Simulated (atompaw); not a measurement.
u(r) = r·R(r): atom against pseudo-atom (In)

Columns: radius, all-electron u(r) and pseudo u(r) of the 5p shell (level -2.52 eV) of indium in the configuration [Kr] 4d10 5s2 5p1; PBEsol, scalar-relativistic, PAW (atompaw) scheme, atompaw 4.2.0.5.

```json
{"r (bohr)": "0.115", "all-electron": "-0.0329", "pseudo": "0.0033"}
{"r (bohr)": "0.231", "all-electron": "0.1343", "pseudo": "0.0134"}
{"r (bohr)": "0.346", "all-electron": "0.0755", "pseudo": "0.0296"}
{"r (bohr)": "0.462", "all-electron": "-0.0699", "pseudo": "0.0519"}
{"r (bohr)": "0.577", "all-electron": "-0.1794", "pseudo": "0.0791"}
{"r (bohr)": "0.692", "all-electron": "-0.2216", "pseudo": "0.1105"}
{"r (bohr)": "0.808", "all-electron": "-0.2048", "pseudo": "0.1457"}
{"r (bohr)": "0.923", "all-electron": "-0.1495", "pseudo": "0.1830"}
{"r (bohr)": "1.038", "all-electron": "-0.0737", "pseudo": "0.2217"}
{"r (bohr)": "1.154", "all-electron": "0.0106", "pseudo": "0.2612"}
{"r (bohr)": "1.269", "all-electron": "0.0936", "pseudo": "0.2998"}
{"r (bohr)": "1.385", "all-electron": "0.1722", "pseudo": "0.3375"}
{"r (bohr)": "1.500", "all-electron": "0.2427", "pseudo": "0.3727"}
{"r (bohr)": "1.615", "all-electron": "0.3049", "pseudo": "0.4054"}
{"r (bohr)": "1.731", "all-electron": "0.3590", "pseudo": "0.4352"}
{"r (bohr)": "1.846", "all-electron": "0.4047", "pseudo": "0.4614"}
{"r (bohr)": "1.962", "all-electron": "0.4432", "pseudo": "0.4843"}
{"r (bohr)": "2.077", "all-electron": "0.4745", "pseudo": "0.5036"}
{"r (bohr)": "2.192", "all-electron": "0.4997", "pseudo": "0.5195"}
{"r (bohr)": "2.308", "all-electron": "0.5195", "pseudo": "0.5322"}
{"r (bohr)": "2.423", "all-electron": "0.5343", "pseudo": "0.5419"}
{"r (bohr)": "2.538", "all-electron": "0.5448", "pseudo": "0.5488"}
{"r (bohr)": "2.654", "all-electron": "0.5516", "pseudo": "0.5534"}
{"r (bohr)": "2.769", "all-electron": "0.5550", "pseudo": "0.5556"}
{"r (bohr)": "2.885", "all-electron": "0.5555", "pseudo": "0.5556"}
{"r (bohr)": "3.000", "all-electron": "0.5536", "pseudo": "0.5536"}
```

How many radial nodes do the two functions have?

The all-electron 5p function has n − l − 1 = 3; the pseudo-wave has 0, since the states of the same l below it are removed with the core.

Is the pseudo-wave norm-conserving?

No, it belongs to a PAW set: the norm inside the radius is not constrained, and the difference is carried by the augmentation charge.
